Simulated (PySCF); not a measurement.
## Radial density of Cr²⁺ (chromium, charge +2)

UHF, [Ar] 3d4, high-spin 5D determinant. Calculation: PySCF 2.14, in jorge-DZP-DKH (8s6p2d1f, 43 functions); the spin-free X2C one-electron Hamiltonian (Gaussian nucleus).

```tsv
r (bohr)	4πr²ρ (e/bohr)	4πr²(ρα − ρβ)
0.000833	0.1141	0.0000
0.00140	0.3005	0.0000
0.00236	0.7493	-0.0001
0.00397	1.836	-0.0003
0.00667	4.316	-0.0006
0.0112	9.382	-0.0012
0.0189	17.76	-0.0023
0.0317	26.63	-0.0035
0.0534	27.90	-0.0053
0.0898	22.05	-0.0098
0.151	27.51	0.0243
0.254	28.61	0.3903
0.427	11.46	1.5806
0.719	13.10	3.0982
1.21	7.722	2.5271
2.03	1.084	0.7062
3.42	0.06123	0.0595
5.76	0.0001280	0.0001
```

Densities and radii are taken from the X2C orbitals without a picture-change correction, which distorts them close to the nucleus.

Question: Where is the radial spin density 4πr²(ρα − ρβ) most negative, and why is it negative at all?

Answer: Around r = 0.0898 bohr, down to -0.0098 e/bohr: exchange with the open shell polarises the paired shells in an unrestricted calculation.
